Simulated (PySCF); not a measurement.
## Correlation energy of Bi (bismuth, neutral)

[Xe] 4f14 5d10 6s1 6p4, 6s spin antiparallel (an excited configuration). All numbers are calculated (PySCF 2.14, scalar relativity by spin-free X2C-1e, in x2c-TZVPPall with one added diffuse shell each of s, p, d, f type (12s8p7d4f, 99 functions)). Frozen: [Xe] 4f14 5d10; 5 electrons correlated.

MP2 pair energies summed by pair of shells (mhartree):

| pair | energy | share (%) |
| --- | --- | --- |
| 6p-6p | -48.66 | 53.1 |
| 6s-6p | -43.07 | 46.9 |

Total MP2 correlation energy: -91.73 mhartree.

Same-spin part -14.17 and opposite-spin part -77.55 mhartree; SCS-MP2 scales them by 1/3 and 6/5 to -97.79 mhartree.

Spin-orbit coupling is strong in this species, so the high-spin LS determinant is a model state.
